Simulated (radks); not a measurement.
The numbers below are computed, except where a source is named.
Neutral neon inside a hard spherical wall (all orbitals vanish at R), configuration held at [Ne] and not refilled when levels cross. Code: a radial shooting solver on a logarithmic mesh with Libxc functionals. Model: scalar-relativistic Kohn-Sham, PBE, spin-polarised, spherical densities, point nucleus. Eigenvalues in eV for spin up, with the zero of energy where the potential of the charges vanishes at infinity; a dash marks a level that is unbound or too diffuse for the functional's potential to be trusted. A positive occupied level is held by the wall or, in an anion where self-interaction has pushed it up, behind a barrier. The pressure on the wall is -dE/dV.

| R (bohr) | E (hartree) | kinetic (hartree) | e(1s) | e(2s) | e(2p) | e(3s, empty) | e(3p, empty) | pressure (GPa) |
|---|---|---|---|---|---|---|---|---|
| free | -129.01346 | 128.981 | -830.80 | -36.405 | -13.334 | - | - | 0 |
| 20 | -129.01346 | 128.981 | -830.80 | -36.405 | -13.334 | - | - | < 0.0001 |
| 15 | -129.01346 | 128.981 | -830.80 | -36.405 | -13.334 | - | - | < 0.0001 |
| 12 | -129.01346 | 128.981 | -830.80 | -36.405 | -13.334 | - | - | < 0.0001 |
| 8 | -129.01346 | 128.981 | -830.80 | -36.404 | -13.333 | 0.793 | 3.066 | 0.000350 |
| 6 | -129.01320 | 128.984 | -830.77 | -36.382 | -13.310 | 2.471 | 5.878 | 0.0344 |
| 4 | -128.99842 | 129.088 | -829.92 | -35.778 | -12.667 | 10.503 | 16.555 | 4.54 |
| 2.5 | -128.61590 | 130.925 | -820.16 | -29.488 | -5.527 | 49.310 | 57.647 | 353 |
| 1.5 | -123.67356 | 146.719 | -766.84 | 10.616 | 37.334 | 229.56 | 217.99 | 16000 |
